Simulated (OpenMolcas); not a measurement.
**Mn4+: moving the ligands**

Mn4+ with 6 ligands (chloride) in octahedral coordination (Oh) at 2.29 Å. A charge of +0.333 e stands 2.6 Å behind each ligand. Ligand basis ANO-RCC-VDZP.

* Program: OpenMolcas 26.06
* Method: SS-CASPT2, IPEA 0.25 Eh, imaginary shift 0.1 Eh (closed shells correlated: 3s 3p and the ligand valence shells)
* Basis: ANO-RCC-VDZP [5s4p2d1f]
* Scalar Hamiltonian: DKH2, point nucleus
* Active space: 3 electrons in 5 orbitals (3d)
* State averaging: 2S+1 = 4 even, 10 roots; 2S+1 = 2 even, 40 roots
* Spin-orbit coupling: state interaction with AMFI integrals over the reference wave functions

Runs around this geometry, states (labels of O, the rotations of Oh). Energies in cm-1 above the lowest state or level, χT in cm3 K/mol.

```
R (Å)  Ground state  First state of that spin  First gap with spin-orbit (degeneracies)  χT at 300 K  First state of another spin
 2.15           4A2                 4T2 30130                              11800 (4, 4)        1.857                     2E 11810
 2.29           4A2                 4T2 26720                              12330 (4, 4)        1.853                     2E 12340
 2.36           4A2                 4T2 25640                              12520 (4, 4)        1.852                     2E 12530
```

Taking the first state of the same spin as R^-n, n = -ln(25640 / 30130) / ln(2.36 / 2.15) = 1.7 between the shortest and longest distance.

Roots that are degenerate in the reference are averaged as groups; the widest CASPT2 spread within a group is 1000 cm-1 (the 3-fold group of multiplicity 2 near 62700 cm-1 above the lowest state of its run, R = 2.36). Shifts and gaps below about the spread of the groups concerned are not significant. Over all roots computed the reference weight is 0.60 to 0.62 in R = 2.15, 0.58 to 0.61 in R = 2.29, 0.54 to 0.60 in R = 2.36; the roots of lowest weight are the least certain, and an intruder state may touch them. Ligand-to-metal charge-transfer states are missing. With no ligand orbital active B as a rule stays too high, so bands that hang on it stand too high and its fall with covalency is understated. With one d shell and no ligand orbital active, 10Dq can be off by a tenth or more. The least metal-like active orbital is 68 % on the metal (Löwdin) and no ligand orbital is active, so the numbers are rough (holds for R = 2.15; R = 2.29). These CASPT2 states fit no ligand-field parameters well, so their order and spin gaps are uncertain (holds for R = 2.15; R = 2.29). The least metal-like active orbital is 67 % on the metal (Löwdin) and no ligand orbital is active, so the numbers are rough (holds for R = 2.36). No measured value stands beside these numbers; the geometry was imposed, not optimised, and the real ion may take another.
